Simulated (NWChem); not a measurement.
System: GeH2, singlet; SMILES [GeH2]

Output (shortened):

```
             Northwest Computational Chemistry Package (NWChem) 7.3.0
             --------------------------------------------------------

 C2V symmetry detected

                             Geometry "geometry" -> ""
                             -------------------------

 Output coordinates in angstroms (scale by  1.889725989 to convert to a.u.)

  No.       Tag          Charge          X              Y              Z
 ---- ---------------- ---------- -------------- -------------- --------------
    1 Ge                  32.0000     0.00000000     0.00000000     0.06591271
    2 H                    1.0000     1.13316300     0.00000000    -1.05460329
    3 H                    1.0000    -1.13316300     0.00000000    -1.05460329

 Effective nuclear repulsion energy (a.u.)      21.4853700169

      Symmetry information
      --------------------

 Group name             C2v
 Group number             16
 Group order               4
 No. of unique centers     2

                                Z-matrix (autoz)
                                --------

 Units are Angstrom for bonds and degrees for angles

      Type          Name      I     J     K     L     M      Value
      ----------- --------  ----- ----- ----- ----- ----- ----------
    1 Stretch                  1     2                       1.59362
    2 Stretch                  1     3                       1.59362
    3 Bend                     2     1     3                90.64305

  xc_inp: hfexch multiplicative factor not found.

                           NWChem Geometry Optimization
                           ----------------------------

 maximum gradient threshold         (gmax) =   0.000450
 rms gradient threshold             (grms) =   0.000300
 maximum cartesian step threshold   (xmax) =   0.001800
 rms cartesian step threshold       (xrms) =   0.001200
 fixed trust radius                (trust) =   0.300000
 source of zmatrix                         =   autoz

          -------------------
          Energy Minimization
          -------------------

 Using diagonal initial Hessian
 Scaling for Hessian diagonals: bonds = 1.00  angles = 0.25  torsions = 0.10

          --------
          Step   0

                                 NWChem DFT Module
                                 -----------------

[...]

      ----------------------
      Optimization converged
      ----------------------

  Step       Energy      Delta E   Gmax     Grms     Xrms     Xmax
  ---- ---------------- -------- -------- -------- -------- --------
@    2   -2066.42991596 -3.0D-08  0.00004  0.00003  0.00012  0.00028
                                     ok       ok       ok       ok

                                Z-matrix (autoz)
                                --------

 Units are Angstrom for bonds and degrees for angles

      Type          Name      I     J     K     L     M      Value     Gradient
      ----------- --------  ----- ----- ----- ----- ----- ---------- ----------
    1 Stretch                  1     2                       1.59479    0.00004
    2 Stretch                  1     3                       1.59479    0.00004
    3 Bend                     2     1     3                92.98660   -0.00000

                         Geometry "geometry" -> "geometry"
                         ---------------------------------

 Output coordinates in angstroms (scale by  1.889725989 to convert to a.u.)

  No.       Tag          Charge          X              Y              Z
 ---- ---------------- ---------- -------------- -------------- --------------
    1 Ge                  32.0000     0.00000000     0.00000000     0.05084839
    2 H                    1.0000     1.15669491     0.00000000    -1.04707114
    3 H                    1.0000    -1.15669491     0.00000000    -1.04707114

 Effective nuclear repulsion energy (a.u.)      21.4649220938

      Symmetry information
      --------------------

 Group name             C2v
 Group number             16
 Group order               4
 No. of unique centers     2

[...]

 Rotational Constants
 --------------------
 A=   7.127339 cm-1  ( 10.254421 K)
 B=   6.250969 cm-1  (  8.993548 K)
 C=   3.330225 cm-1  (  4.791344 K)

 Temperature                      =   298.15K
 frequency scaling parameter      =   1.0000

 Zero-Point correction to Energy  =    6.935 kcal/mol  (  0.011051 au)
 Thermal correction to Energy     =    8.735 kcal/mol  (  0.013920 au)
 Thermal correction to Enthalpy   =    9.327 kcal/mol  (  0.014864 au)

 Total Entropy                    =   52.642 cal/mol-K
   - Translational                =   38.880 cal/mol-K (mol. weight =  75.9375)
   - Rotational                   =   13.666 cal/mol-K (symmetry #  =        2)
   - Vibrational                  =    0.096 cal/mol-K

 Cv (constant volume heat capacity) =    6.364 cal/mol-K
   - Translational                  =    2.979 cal/mol-K
   - Rotational                     =    2.979 cal/mol-K
   - Vibrational                    =    0.405 cal/mol-K

[normal modes left out]

 ----------------------------------------------------------------------------
 Normal Eigenvalue ||           Projected Infra Red Intensities
  Mode   [cm**-1]  || [atomic units] [(debye/angs)**2] [(KM/mol)] [arbitrary]
 ------ ---------- || -------------- ----------------- ---------- -----------
    1       -0.000 ||    0.000799           0.018         0.779       0.064
    2       -0.000 ||    0.000001           0.000         0.001       0.000
    3        0.000 ||    0.000046           0.001         0.045       0.004
    4        0.000 ||    0.000843           0.019         0.822       0.067
    5        0.000 ||    0.000843           0.019         0.822       0.067
    6        0.000 ||    0.000009           0.000         0.008       0.001
    7     1002.995 ||    0.163040           3.761       158.939      12.970
    8     1918.855 ||    0.529203          12.209       515.893      42.098
    9     1931.376 ||    0.436585          10.072       425.605      34.730
 ----------------------------------------------------------------------------
```

Level: Hartree-Fock/3-21G. Low-valent species are run as closed-shell singlets; no triplet was tried in these runs.

Q: Write an input that gives this output.

A: This is not unique; one that fits is the input that was run:
```
start job
memory heap 200 mb stack 900 mb global 1100 mb
geometry units angstroms
  Ge     0.000000     0.000000     0.034964
  H      0.000000    -1.133163    -1.085552
  H      0.000000     1.133163    -1.085552
end
basis spherical
  * library 3-21g
end
dft
  xc hfexch
  iterations 150
end
driver
  maxiter 120
end
task dft optimize
task dft freq
```
